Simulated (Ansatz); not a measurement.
Geometry optimisation, RKS B3LYP/6-31G* (Ansatz).

Input file:

```yaml
crystal:
  periodic: [false, false, false]
  atoms:
    - { symbol: Si, position_ang: [-0.108896, -0.858134, 0.000398] }
    - { symbol: "N", position_ang: [1.110851, 0.034579, -0.964798] }
    - { symbol: H, position_ang: [-0.668985, -2.071832, -0.668025] }
    - { symbol: H, position_ang: [0.670114, -1.302313, 1.186272] }
    - { symbol: "N", position_ang: [-1.475133, 0.159161, 0.217448] }
    - { symbol: H, position_ang: [0.940647, 1.643531, 0.678997] }
    - { symbol: F, position_ang: [0.490259, 1.669155, 1.483078] }
    - { symbol: H, position_ang: [2.040132, -0.37463, -1.021664] }
    - { symbol: H, position_ang: [0.810612, 0.3428, -1.887278] }
    - { symbol: H, position_ang: [-1.403927, 0.992204, 0.788651] }
    - { symbol: H, position_ang: [-2.405673, -0.234622, 0.187021] }
basis:
  gaussian: { orbitals: "6-31G*" }
hamiltonian:
  xc: b3lyp
relax:
  f_tol: 0.03
  max_steps: 50
```

Command:

```bash
$ ansatz run input.yaml --threads 2 --pin off --max-ram 3072MiB --backend cpu --events-out ev --progress --plain --runs-dir out
```

Q: Where does it end, and by what steps?

A: The run converged. After 9 steps the energy has fallen by 0.276 eV; F7 moved furthest, 0.48 Å.

```tsv
step	energy less start (eV)	largest force component (eV/Å)	accepted
0	0.0000	1.369	yes
1	-0.1030	1.635	yes
2	-0.2356	0.371	yes
3	-0.2587	0.292	yes
4	-0.2685	0.191	yes
5	-0.2737	0.075	yes
6	-0.2754	0.043	yes
7	-0.2759	0.032	yes
8	-0.2758	0.063	no
9	-0.2761	0.011	yes
```

```xyz
11
Properties=species:S:1:pos:R:3
Si -0.160 -0.940 -0.021
N 1.075 0.114 -0.738
H -0.653 -2.039 -0.899
H 0.572 -1.550 1.125
N -1.486 0.105 0.272
H 0.899 1.411 0.363
F 0.580 1.953 1.106
H 2.027 -0.241 -0.719
H 0.867 0.466 -1.670
H -1.288 0.952 0.797
H -2.432 -0.233 0.384
```

Whether the end is a true minimum wasn't checked by a vibrational analysis.

Run time: 16 s on 2 threads of Arm Neoverse V2, on a shared host, peak memory 0.15 GiB.
